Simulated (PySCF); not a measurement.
**Constants of SbF⁺, step by step**

State: ²Π, doublet, unpaired electrons π ↑. De refers to Sb⁺ + F. ROHF-based CCSD(T) in PySCF 2.14 with Sb cc-pwCVDZ-PP with ECP28, F aug-cc-pVDZ and Sb cc-pwCVTZ-PP with ECP28, F aug-cc-pVTZ (frozen core orbitals: 5; scalar-relativistic core potentials). Correlation energies are extrapolated as n⁻³ (n = 2, 3), Hartree–Fock as (n+1)·exp(−9√n).

```
      Level  Re (Å)  ωe (cm⁻¹)  ωexe (cm⁻¹)  αe (cm⁻¹)  De (eV)
 CCSD(T)/DZ  1.8688      702.9         2.62    0.00162    4.001
 CCSD(T)/TZ  1.8458      722.6         2.85    0.00172    4.292
     HF/CBS  1.8188      777.1         2.79    0.00165    2.480
    MP2/CBS  1.8414      729.1         2.71    0.00168    4.602
   CCSD/CBS  1.8336      744.4         2.78    0.00168    4.150
CCSD(T)/CBS  1.8423      726.0         2.86    0.00172    4.374
```

Problem. How much is left between CCSD(T)/TZ and the basis-set limit, and how much do the triples give at the limit?

Solution. CCSD(T)/CBS less CCSD(T)/TZ: -3.5 mÅ in Re, +3.4 cm⁻¹ in ωe and +0.082 eV in De. CCSD(T)/CBS less CCSD/CBS: +8.7 mÅ in Re, -18.4 cm⁻¹ in ωe and +0.224 eV in De.

The T1 diagnostic is 0.021. The state was picked by a PBE0 search and need not be the measured ground state. Spin–orbit coupling, excitations beyond (T) and corrections to the Born–Oppenheimer picture are left out, and spin–orbit coupling matters for open p, d or f shells this heavy.

The whole job (state search and all basis sets along the bond) took about 35 min on 4 threads of Intel Xeon 6975P-C (shared host), peak memory 11 GiB.
